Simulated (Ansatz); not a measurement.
Reaction (homolysis of the Al–O bond): `[CH3][Al]([OH])[O][SiH3]` → `[CH3][Al][O][SiH3]`• + `[OH]`•

Gas-phase electronic energies from Ansatz, PBE0-D4/def2-TZVP geometries. CCSD(T)/CBS adds triple-zeta CCSD(T) − MP2 to the extrapolated MP2 energy (def2 sets, frozen cores). This one scheme is used for every species. Functionals use def2-TZVPP. HSE06 is defined as in plane-wave codes. Open shells (•) are unrestricted, without spin–orbit coupling. One conformer a species, not always the lowest.

`[CH3][Al]([OH])[O][SiH3]`:

Cartesian coordinates in Å:
```
C -0.913 -0.899 -1.871
Al 0.175 0.356 -0.882
O 1.014 1.568 -1.714
O 0.312 0.270 0.797
Si 0.311 0.048 2.401
H -0.969 -0.636 -2.930
H -0.506 -1.912 -1.796
H -1.931 -0.939 -1.473
H 1.569 2.213 -1.279
H 1.420 -0.863 2.795
H 0.492 1.347 3.104
H -0.975 -0.554 2.848
```

`[CH3][Al][O][SiH3]`•:

```xyz
10

C     1.821   -0.412    1.522
Al    1.232   -0.447   -0.354
O    -0.367    0.035   -0.651
Si   -1.770    0.412   -1.377
H     1.731    0.610    1.904
H     1.160   -1.052    2.115
H     2.850   -0.748    1.655
H    -1.644    0.334   -2.859
H    -2.176    1.796   -1.011
H    -2.838   -0.528   -0.944
```

`[OH]`•:

Z-matrix (Å, degrees):
```
O
H 1 0.973
```

```json
{"level": "B97M-V", "ΔE (kJ/mol)": "548.9"}
{"level": "HSE06-D4", "ΔE (kJ/mol)": "534.2"}
{"level": "BHLYP-D4", "ΔE (kJ/mol)": "527.3"}
{"level": "B2PLYP", "ΔE (kJ/mol)": "549.6"}
{"level": "PBE0", "ΔE (kJ/mol)": "531.6"}
{"level": "HSE06", "ΔE (kJ/mol)": "531.9"}
{"level": "MP2/def2-SVP", "ΔE (kJ/mol)": "559.3"}
{"level": "MP2/CBS(def2)", "ΔE (kJ/mol)": "594.9"}
```

(1) What does CCSD(T)/CBS give? (Estimate.)

Largest T1 diagnostic among the species: 0.014.

## Answers

(1) Computed: +566.0 kJ/mol. The listed levels differ from it by -17.1, -31.8, -38.7, -16.4, -34.4, -34.1, -6.7, 28.9 kJ/mol.

Leaving LDA and LC-ωPBE aside and taking each functional with its dispersion term where it has one, the values, not all of them listed here, spread over 43.8 kJ/mol, from revPBE-D4 to ωB97M-V. LDA lies +78.6 kJ/mol from PBE without D4, its usual overbinding. From PBE to PBE0 (25 % exact exchange), in def2-TZVPP and without D4, ΔE moves by −6.7 kJ/mol: exact exchange takes away binding that semilocal exchange gives to molecules.
